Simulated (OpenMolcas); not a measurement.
A calculation on Kr4+.

```yaml
Program: OpenMolcas
Method: "MS-RASPT2, IPEA 0.25 Eh, imaginary shift 0.1 Eh (closed shells correlated: 3d)"
Basis: ANO-RCC-VTZP [6s5p3d1f]
Scalar_Hamiltonian: DKH2, point nucleus
Active_space: 4 electrons in 9 orbitals (RAS2 4s 4p; RAS3 4d, at most 2 electrons)
State_averaging: 2S+1 = 3 even, 6 roots; 2S+1 = 1 even, 12 roots; 2S+1 = 5 odd, 1 root; 2S+1 = 3 odd, 9 roots; 2S+1 = 1 odd, 8 roots
Spin-orbit_coupling: state interaction with AMFI integrals over the reference wave functions, term energies averaged over their components
```

**Question.** Which level of the active space comes out lowest?

**Answer.** 4s2 4p2 3P0, with 97 % of that term; it is also the measured ground level.

**Question.** How high does 4s 4p3 3P* 2 lie?

**Answer.** 146960 cm-1 above the lowest level; measured 148668 cm-1 above the ground level, so the calculation is off by -1 %.

**Question.** How high does 4s2 4p2 3P1 lie?

**Answer.** 3280 cm-1 above the lowest level; measured 3743 cm-1 above the ground level, so the calculation is off by -12 %.

**Question.** How high does 4s 4p3 5S* 2 lie?

**Answer.** 92990 cm-1 above the lowest level.

Measured values: Saloman, J. Phys. Chem. Ref. Data 36, 215 (2007).

Configurations are named by rounded mean occupations; where the s occupation lies near a half they are strongly mixed, a name can repeat and a true partner stay unpaired. Active for correlation alone: 4d; no level in the range computed is led by a configuration that fills it, so any true level of that kind is missing. Some terms mix strongly with configurations of 4d, whose occupation reaches 0.45 (4s 4p3 1D*). Computed and measured levels are paired by configuration, term and J; levels that our copy of the source lacks, or whose pairing is in doubt (as where it misses far off the trend of its configuration), stay unpaired and out of the deviations. Levels of configurations outside the active space are missing.

* marks odd parity.
